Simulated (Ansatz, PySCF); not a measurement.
Noncovalent pair: H2O (SMILES O) (first 3 atoms) with Si2H6 (SMILES [SiH3][SiH3]); geometry from B3LYP-D3(BJ)/def2-TZVP.
(charge 0, multiplicity 1):
```json
[
 {"atom": "O", "x (Å)": "0.7691", "y (Å)": "0.6881", "z (Å)": "0.7472"},
 {"atom": "H", "x (Å)": "1.5741", "y (Å)": "0.1666", "z (Å)": "0.6564"},
 {"atom": "H", "x (Å)": "0.1703", "y (Å)": "0.3582", "z (Å)": "0.0684"},
 {"atom": "Si", "x (Å)": "-0.4144", "y (Å)": "-1.2032", "z (Å)": "2.9804"},
 {"atom": "Si", "x (Å)": "-0.4026", "y (Å)": "1.0523", "z (Å)": "3.6339"},
 {"atom": "H", "x (Å)": "0.9586", "y (Å)": "-1.6870", "z (Å)": "2.6895"},
 {"atom": "H", "x (Å)": "-1.2425", "y (Å)": "-1.4074", "z (Å)": "1.7653"},
 {"atom": "H", "x (Å)": "-0.9732", "y (Å)": "-2.0726", "z (Å)": "4.0481"},
 {"atom": "H", "x (Å)": "0.9786", "y (Å)": "1.5846", "z (Å)": "3.6614"},
 {"atom": "H", "x (Å)": "-0.9677", "y (Å)": "1.1809", "z (Å)": "5.0029"},
 {"atom": "H", "x (Å)": "-1.2349", "y (Å)": "1.8687", "z (Å)": "2.7212"}
]
```

Counterpoise-corrected where a basis set is named; no monomer relaxation. Rows marked so take none.

Cores are frozen in the correlated methods. Rows in 3-21G carry no dispersion term and start afresh at each structure.

The values were computed with Ansatz (Gaussian basis) for Hartree–Fock, density functionals and correlated methods; PySCF for 3-21G rows, the dispersion terms. Each number belongs to the level named beside it.

### Question
What interaction energy does MP2/aug-cc-pV(D+d)Z give?

### Answer
-2.6 kcal/mol

### Question
Predict the interaction energy from PBE-D3(BJ)/def2-TZVPPD.

### Answer
-3.1 kcal/mol

### Question
What is the computed interaction energy (HF/3-21G (no counterpoise))?

### Answer
-9.8 kcal/mol

Ansatz is a program for electronic structure.
